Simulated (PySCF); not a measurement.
GaCl2Me, CH3Cl2Ga.
Geometry (PBE0-D3(BJ)/def2-SVP, Å), atoms numbered from 1 in this order:
```
atom  x, y, z in Å
Ga1    0.4674    0.8073    0.0019
Cl2    2.6113    0.9084    0.0274
Cl3   -0.4752    2.7350   -0.0568
C4    -0.5127   -0.8699    0.0147
H5    -0.5972   -1.2401   -1.0185
H6    -1.5224   -0.7225    0.4214
H7     0.0288   -1.6183    0.6099
```

Theory: PySCF, TDDFT wB97X-D/def2-SVPD, vertical, gas phase, core orbitals frozen in the response. The wB97X-D/def2-SVPD calculation is non-relativistic and has no spin–orbit coupling, an omission that weighs most on gallium.

Transition dipole moments from the ground state, in atomic units and in the frame of the coordinates above (overall signs are arbitrary), for the states with f of 0.002 or more among the lowest 8:

```json
{"state": "S1", "E (eV)": "6.340", "μx": "-0.012", "μy": "-0.025", "μz": "-0.111"}
{"state": "S3", "E (eV)": "6.843", "μx": "0.176", "μy": "-0.099", "μz": "0.005"}
{"state": "S4", "E (eV)": "6.988", "μx": "0.491", "μy": "0.828", "μz": "-0.003"}
{"state": "S5", "E (eV)": "7.040", "μx": "0.118", "μy": "-0.078", "μz": "0.005"}
{"state": "S6", "E (eV)": "7.126", "μx": "-0.578", "μy": "0.355", "μz": "-0.016"}
{"state": "S7", "E (eV)": "7.541", "μx": "0.120", "μy": "0.181", "μz": "-0.483"}
{"state": "S8", "E (eV)": "7.574", "μx": "0.235", "μy": "0.405", "μz": "0.144"}
```

Task: What oscillator strength does each state have?

Result: f = (2/3) ΔE |μ|² with ΔE in hartree (27.2114 eV).

```tsv
state	|μ|² (au)	|μ| (D)	f
S1	0.013	0.29	0.002
S3	0.041	0.51	0.007
S4	0.927	2.45	0.159
S5	0.020	0.36	0.003
S6	0.460	1.72	0.080
S7	0.280	1.35	0.052
S8	0.240	1.25	0.045
```

Task: Which bond between heavy atoms lies closest to the direction of the S4 transition dipole?

Result: Ga1–C4, at 0° from it; next Ga1–Cl2 and Ga1–Cl3 at 57°.

Task: What angle do the transition dipoles of S4 and S7 make?

Result: |cos θ| = |μa·μb| / (|μa| |μb|) = 0.41, so θ ≈ 66° (taken between 0 and 90°, since the signs are arbitrary).

Hardware: one thread, Arm Neoverse V1 (shared host). Cost: 15 s.
